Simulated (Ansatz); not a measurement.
Compare A (`S[SiH]1CN1`) with its isomer B (`N[SiH]1CS1`).

Isolated molecules relaxed with PBE0-D4/def2-TZVP in Ansatz; ΔE leaves out vibrations. CCSD(T)/CBS is the MP2 limit (def2-TZVPP, def2-QZVPP) plus CCSD(T) − MP2 in def2-TZVPP, frozen cores. DFT in def2-TZVPP. B3LYP here is the variant with VWN-RPA as its local correlation; programs differ in this. Each species was taken in one conformer, which may not be the lowest.

A:

```xyz
9

S    -0.122    0.239   -2.508
Si    0.610    0.074   -0.530
C    -0.210   -0.681    0.915
N    -0.252    0.812    0.738
H    -1.404    0.290   -2.108
H     2.087    0.094   -0.607
H    -1.186   -1.160    0.885
H     0.421   -1.066    1.717
H     0.057    1.397    1.497
```

B:

```xyz
9

N    -0.376    1.601    0.237
Si    0.484    0.137    0.275
C    -0.285   -1.442   -0.234
S     1.069   -0.914   -1.433
H     0.009    2.420    0.678
H    -0.982    1.837   -0.532
H     1.404    0.180    1.429
H    -1.269   -1.445   -0.694
H    -0.055   -2.374    0.274
```

(1) Which is lower in electronic energy at CCSD(T)/CBS, and by how much? (Best estimate.)

(2) Give E(B) − E(A) in kcal/mol with r2SCAN-D4, ωB97M-V, PBE-D4, CCSD(T)/def2-SVP, B2PLYP, CCSD/def2-TZVPP, B3LYP. (Best estimate.)

(3) Does the order hold for the free energy at 298.15 K (harmonic terms from PBE0-D4)? (An estimate is asked.)

Largest T1 diagnostic: 0.012.

Results:

(1) Computed: B, by 25.9 kcal/mol.

(2) The calculation gave: r2SCAN-D4 -25.3, ωB97M-V -25.0, PBE-D4 -23.9, CCSD(T)/def2-SVP -22.0, B2PLYP -25.3, CCSD/def2-TZVPP -24.9, B3LYP -24.5. None reverses the order clearly.

(3) The calculation gave: Yes: G(B) − G(A) = -24.4 kcal/mol, for one conformer each.

From BLYP to BHLYP (50 % exact exchange), in def2-TZVPP and without D4, E(B) − E(A) moves by −2.0 kcal/mol. Leaving LDA and LC-ωPBE aside and taking each functional with its dispersion term where it has one, the values, not all of them listed here, spread over 2.2 kcal/mol, from PBE-QIDH to revPBE-D4.
